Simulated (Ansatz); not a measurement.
W(NH)2Br2 (WBr2N2H2) was relaxed with PBE-D4 (def2-SVP, def2-SVPD) in Ansatz in these states: charge -1 doublet, neutral singlet. The geometries follow in no particular order.

In the def2 sets W takes a core potential; there is no spin–orbit coupling.

A:

```xyz
7

W    -0.0960    0.0876   -0.2342
N    -0.2301    1.0154    1.2825
H    -0.1298    1.2481    2.2698
N     0.7368   -1.4777   -0.0459
H     1.2264   -2.2489    0.4063
Br    0.8492    1.4979   -2.1931
Br   -2.3565   -0.1225   -1.4854
```

B:

```xyz
7

W     0.1684   -0.2802    0.3375
N     0.5388   -0.4259   -1.3739
H     0.4756   -0.1557   -2.3606
N    -0.9256    1.0697    0.5983
H    -1.5022    1.8640    0.3032
Br    2.2632    0.2462    1.4938
Br   -1.0183   -2.3181    1.0017
```

Q: Judge from the bond lengths which geometry belongs to which state (an estimate).

A: A is the charge -1 doublet (W1–Br6 2.592 Å, W1–Br7 2.592 Å, W1–N4 1.783 Å); B is the neutral singlet (W1–Br6 2.450 Å, W1–Br7 2.450 Å, W1–N4 1.757 Å).

At PBE-D4/def2-SVPD the highest occupied level of the relaxed charge -1 doublet lies above zero (up to 0.38 eV). By energy differences its removal costs 1.65 eV (each at its own geometry, to the charge 0 singlet, at PBE0-D4/def2-TZVPD). The restricted singlet is unstable towards broken spin symmetry in Hartree–Fock (as tested in another run); at PBE-D4/def2-SVP this wasn't settled.
